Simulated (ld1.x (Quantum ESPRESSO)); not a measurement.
## fluorine PAW: all-electron and pseudo phase curves

ld1.x (Quantum ESPRESSO) 7.5 input, shortened:

```
&input
   title='F', zed=9., rel=0, dft='PZ', iswitch=3,
   config='[He] 2s2 2p5 3d-2'
 /
 &inputp
   pseudotype=3, lpaw=.true., tm=.true., lloc=-1, rcloc=0.80,
   nlcc=.false.,
   which_augfun='GAUSS', rmatch_augfun=0.70
 /
6
2S  1  0   2.00   0.00  0.70  0.90  0.0
2S  1  0   0.00   1.80  0.70  0.90  0.0
2P  2  1   5.00   0.00  0.75  0.80  0.0
2P  2  1   0.00   0.80  0.75  0.80  0.0
3D  3  2  -2.00   0.20  0.70  0.80  0.0
3D  3  2  -2.00   2.00  0.70  0.80  0.0
 &test
   configts(1)='2s2 2p5'
 /
```

The phase is arctan(r·u′/u) with u = r·R(r), unwrapped; energies in Ry, scanned from -4 to 5 Ry. A pole is an energy at which the radial function vanishes at the test radius. The pseudo phase is shifted by a multiple of π to meet the all-electron one at the reference energy, and phase errors are pseudo minus all-electron; the curves can meet again beyond the range given. Levels narrower than the energy grid can be missing from the lists of poles.

Question: For each channel, where are the poles, and over which energies does the pseudopotential scatter like the atom?

Answer:

| channel | radius (bohr) | reference energy (Ry) | poles, all-electron | poles, pseudo | unbroken range about the reference energy with phases within 0.05 rad | phase error 1 Ry above the reference energy (rad) |
| --- | --- | --- | --- | --- | --- | --- |
| s | 1.00 | -2.17 | none | none | the whole range | -0.000 |
| p | 1.00 | -0.83 | 4.49 | 4.49 | the whole range | +0.000 |
| d | 1.00 | 0.20 | none | none | the whole range | +0.000 |

Phases in the d channel:

| E (Ry) | all-electron | pseudo |
| --- | --- | --- |
| -4.00 | 1.229 | 1.229 |
| -3.76 | 1.225 | 1.225 |
| -3.52 | 1.221 | 1.221 |
| -3.28 | 1.216 | 1.216 |
| -3.04 | 1.211 | 1.211 |
| -2.80 | 1.206 | 1.206 |
| -2.56 | 1.201 | 1.201 |
| -2.32 | 1.196 | 1.196 |
| -2.08 | 1.190 | 1.190 |
| -1.84 | 1.185 | 1.185 |
| -1.60 | 1.179 | 1.179 |
| -1.36 | 1.172 | 1.172 |
| -1.12 | 1.166 | 1.166 |
| -0.88 | 1.159 | 1.159 |
| -0.64 | 1.152 | 1.152 |
| -0.40 | 1.145 | 1.145 |
| -0.16 | 1.137 | 1.137 |
| 0.08 | 1.129 | 1.129 |
| 0.32 | 1.120 | 1.120 |
| 0.56 | 1.111 | 1.111 |
| 0.80 | 1.102 | 1.102 |
| 1.04 | 1.092 | 1.092 |
| 1.28 | 1.082 | 1.082 |
| 1.52 | 1.071 | 1.071 |
| 1.76 | 1.059 | 1.059 |
| 2.00 | 1.047 | 1.047 |
| 2.24 | 1.034 | 1.034 |
| 2.48 | 1.020 | 1.020 |
| 2.72 | 1.006 | 1.006 |
| 2.96 | 0.990 | 0.990 |
| 3.20 | 0.974 | 0.974 |
| 3.44 | 0.956 | 0.956 |
| 3.68 | 0.937 | 0.937 |
| 3.92 | 0.917 | 0.917 |
| 4.16 | 0.895 | 0.895 |
| 4.40 | 0.871 | 0.871 |
| 4.64 | 0.846 | 0.846 |
| 4.88 | 0.819 | 0.819 |
